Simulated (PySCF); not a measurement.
Species: C₅H₇BF₂GaN.
Bonds: F1–B2, B2–F3, B2–C4, C4–C5 (aromatic), C5–C6 (aromatic), C6–N7 (aromatic), N7–Ga8, N7–C9 (aromatic), C9–C10 (aromatic), C4–C10 (aromatic). Hydrogens: H11 on C5; H12 on C6; H13, H14, H15 on Ga8; H16 on C9; H17 on C10.
Bond orders are those of one Lewis drawing.

Method: PBE0-D3(BJ)/def2-SVP geometry optimisation, gas phase (PySCF); density fitting, grid level 1; the optimiser is geomeTRIC in internal coordinates, started from a UFF structure with every atom displaced at random (about 0.03 Å).

Step 2: E = -65243.3232 eV
```
atom  x, y, z in Å  |  force x, y, z in eV/Å
F1      3.7918    1.2847   -0.0382    0.998   1.710  -0.374
B2      3.2503    0.1542    0.2060   -2.338  -0.654   0.117
F3      3.9785   -0.8744    0.4593    0.953  -1.199   0.261
C4      1.6708    0.0183    0.2024    0.879   0.620  -0.094
C5      0.9959   -1.1473    0.4446   -0.308  -1.276   0.262
C6     -0.3883   -1.1177    0.4048   -0.716   0.000  -0.012
N7     -1.0955   -0.0046    0.1482   -0.328  -0.397   0.038
Ga8    -3.1647   -0.1411    0.2050   -0.271  -0.120   0.216
C9     -0.4934    1.1639   -0.0957    0.638  -1.770   0.441
C10     0.8887    1.1287   -0.0540    0.165   1.935  -0.428
H11     1.5280   -2.0804    0.6618   -0.160   0.056  -0.024
H12    -1.0042   -2.0093    0.5755    0.156   0.040   0.001
H13    -3.5007    0.9625   -0.8329   -0.114   0.356  -0.330
H14    -3.3506   -1.6456   -0.2099    0.014  -0.182  -0.036
H15    -3.4106    0.2173    1.7182   -0.027   0.020   0.162
H16    -1.1154    2.0324   -0.3011    0.004   0.128  -0.038
H17     1.3907    2.0579   -0.2405    0.452   0.731  -0.162
```

Step 3: E = -65243.5001 eV
```
atom  x, y, z in Å  |  force x, y, z in eV/Å
F1      3.8511    1.2955   -0.0450    0.240   0.035   0.014
B2      3.2533    0.1564    0.2040   -0.833  -0.343   0.015
F3      3.9542   -0.9238    0.4463    0.302   0.016   0.000
C4      1.6802    0.0734    0.1985   -0.193   0.147  -0.011
C5      0.9608   -1.1072    0.4441    0.729  -1.095   0.223
C6     -0.4263   -1.1936    0.4292    0.653   1.361  -0.309
N7     -1.0988   -0.0653    0.1669   -0.048   0.027   0.000
Ga8    -3.1816   -0.1321    0.2015   -0.289   0.110  -0.003
C9     -0.4561    1.0896   -0.0702   -0.535  -0.006  -0.015
C10     0.9256    1.2199   -0.0680   -0.180  -0.316   0.088
H11     1.5131   -2.0262    0.6510    0.125  -0.032   0.023
H12    -1.0041   -2.1073    0.6020    0.102   0.085  -0.003
H13    -3.4631    1.0037   -0.8645   -0.038   0.020  -0.018
H14    -3.3925   -1.6430   -0.2202    0.018  -0.034   0.002
H15    -3.4260    0.2348    1.7225   -0.021  -0.010   0.019
H16    -1.1123    1.9392   -0.2766    0.005   0.038  -0.016
H17     1.3937    2.1855   -0.2679   -0.036  -0.003  -0.009
```

Step 4: E = -65243.4593 eV
```
atom  x, y, z in Å  |  force x, y, z in eV/Å
F1      3.9247    1.2334   -0.0296   -0.652  -0.763   0.179
B2      3.2260    0.1158    0.2062    1.286   0.452  -0.133
F3      3.9429   -0.9842    0.4386   -0.595   0.575  -0.111
C4      1.6708    0.0902    0.1977    0.089  -0.381   0.078
C5      1.0446   -1.1579    0.4588   -0.538   2.021  -0.440
C6     -0.3458   -1.1201    0.4203   -0.523  -1.375   0.279
N7     -1.1133   -0.0562    0.1715    1.080   0.303   0.003
Ga8    -3.1999   -0.1276    0.1972   -0.556  -0.029  -0.079
C9     -0.5004    1.1088   -0.0635    0.020   0.471  -0.210
C10     0.8858    1.2401   -0.0682    0.301  -0.611   0.166
H11     1.5968   -2.0755    0.6682   -0.035   0.073  -0.018
H12    -0.9066   -2.0376    0.6007   -0.129  -0.151   0.021
H13    -3.5381    1.0135   -0.8844    0.166  -0.195   0.206
H14    -3.4193   -1.6493   -0.2243    0.080   0.116   0.021
H15    -3.4910    0.2261    1.7232    0.090   0.003  -0.110
H16    -1.1564    1.9608   -0.2793    0.060  -0.077   0.046
H17     1.3504    2.2192   -0.2798   -0.144  -0.431   0.104
```

Step 5: E = -65243.6076 eV
```
atom  x, y, z in Å  |  force x, y, z in eV/Å
F1      3.8849    1.2578   -0.0296   -0.116  -0.045   0.016
B2      3.2373    0.1346    0.2025    0.128   0.046  -0.020
F3      3.9574   -0.9426    0.4333   -0.107  -0.015  -0.001
C4      1.6755    0.0745    0.1991    0.075  -0.004  -0.007
C5      1.0056   -1.1291    0.4493   -0.032   0.080  -0.008
C6     -0.3831   -1.1477    0.4239   -0.084  -0.047  -0.004
N7     -1.1058   -0.0517    0.1687    0.311   0.033   0.038
Ga8    -3.2049   -0.1302    0.1996   -0.254   0.005  -0.022
C9     -0.4835    1.1083   -0.0679   -0.013  -0.040  -0.059
C10     0.9020    1.2116   -0.0635    0.025   0.029   0.010
H11     1.5590   -2.0465    0.6590   -0.006  -0.001  -0.002
H12    -0.9528   -2.0635    0.6040   -0.001   0.000  -0.005
H13    -3.5055    1.0042   -0.8735    0.035  -0.046   0.055
H14    -3.3932   -1.6482   -0.2223    0.020   0.027   0.007
H15    -3.4657    0.2289    1.7225    0.017   0.002  -0.027
H16    -1.1301    1.9640   -0.2821    0.013  -0.002   0.017
H17     1.3746    2.1750   -0.2695   -0.012  -0.021   0.012
```

Question: Estimate the geometry and energy of step 6. (The exact step hangs on the optimiser's Hessian estimate; all steps are aligned on step 5, rigid shifts and turns removed.)

Answer: E = -65243.6086 eV, largest force 0.243 eV/Å
```
atom  x, y, z in Å  |  force x, y, z in eV/Å
F1      3.8713    1.2550   -0.0207    0.145  -0.058   0.010
B2      3.2348    0.1280    0.2043   -0.242   0.020   0.002
F3      3.9239   -0.9667    0.4357    0.135   0.072  -0.019
C4      1.6740    0.0806    0.1966    0.092  -0.008  -0.001
C5      1.0049   -1.1224    0.4464   -0.045   0.004  -0.005
C6     -0.3831   -1.1434    0.4214   -0.027   0.038  -0.011
N7     -1.0982   -0.0435    0.1665    0.094  -0.014   0.007
Ga8    -3.2094   -0.1383    0.2036   -0.095  -0.002   0.007
C9     -0.4785    1.1158   -0.0752   -0.010  -0.033   0.009
C10     0.9067    1.2212   -0.0668   -0.029  -0.049   0.006
H11     1.5587   -2.0399    0.6554    0.003   0.010  -0.003
H12    -0.9559   -2.0573    0.6002   -0.001  -0.001   0.002
H13    -3.5023    0.9886   -0.8680   -0.015   0.020  -0.014
H14    -3.3710   -1.6574   -0.2152   -0.006  -0.004   0.002
H15    -3.4578    0.2244    1.7247   -0.009   0.001   0.006
H16    -1.1264    1.9707   -0.2861    0.000   0.005   0.002
H17     1.3798    2.1839   -0.2692    0.011  -0.001  -0.001
```

The energy changes by -0.0010 eV. The first-order estimate −F·Δx gives -0.0106 eV and the mean of the old and new forces, exact on a quadratic surface, -0.0014 eV. The step makes an angle of 70° with the force vector and moves no atom by more than 0.041 Å.

What follows is the cost of the whole optimisation. The run took 6.9 min wall on one thread of an Arm Neoverse V2, shared host with 32 logical CPUs at a one-minute load of 30, and the process peaked at 0.90 GiB of memory.
